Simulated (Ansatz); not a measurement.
`C=CN[SiH2]Cl` and `C=CN([SiH3])[SiH2]Cl` differ in one atom or group.

Ansatz, PBE0-D4/def2-TZVP geometries, multiplicity 1. Each molecule was computed in one conformer, which needn't be the lowest.

```
                                          property  `C=CN[SiH2]Cl`
               HOMO energy (B3LYP/def2-TZVPP) / eV           -6.29
             LUMO energy (ωB97M-V/def2-TZVPP) / eV            2.06
           HOMO–LUMO gap (ωB97M-V/def2-TZVPP) / eV           10.76
                HOMO energy (PBE0/def2-TZVPP) / eV           -6.51
size of the dipole moment (ωB97M-V/def2-TZVPP) / D            1.37
  size of the dipole moment (B3LYP/def2-TZVPP) / D            1.39
```

(1) What does the change do to each property? (Estimate.)

Answers

(1) Ansatz gave: 
| property | `C=CN([SiH3])[SiH2]Cl` | shift |
| --- | --- | --- |
| HOMO energy (B3LYP/def2-TZVPP) / eV | -6.42 | -0.13 |
| LUMO energy (ωB97M-V/def2-TZVPP) / eV | 1.83 | -0.23 |
| HOMO–LUMO gap (ωB97M-V/def2-TZVPP) / eV | 10.67 | -0.09 |
| HOMO energy (PBE0/def2-TZVPP) / eV | -6.64 | -0.13 |
| size of the dipole moment (ωB97M-V/def2-TZVPP) / D | 0.91 | -0.46 |
| size of the dipole moment (B3LYP/def2-TZVPP) / D | 0.86 | -0.53 |

Dipoles are sizes alone; their direction can turn.

B3LYP here is the variant with VWN-RPA as its local correlation; programs differ in this.
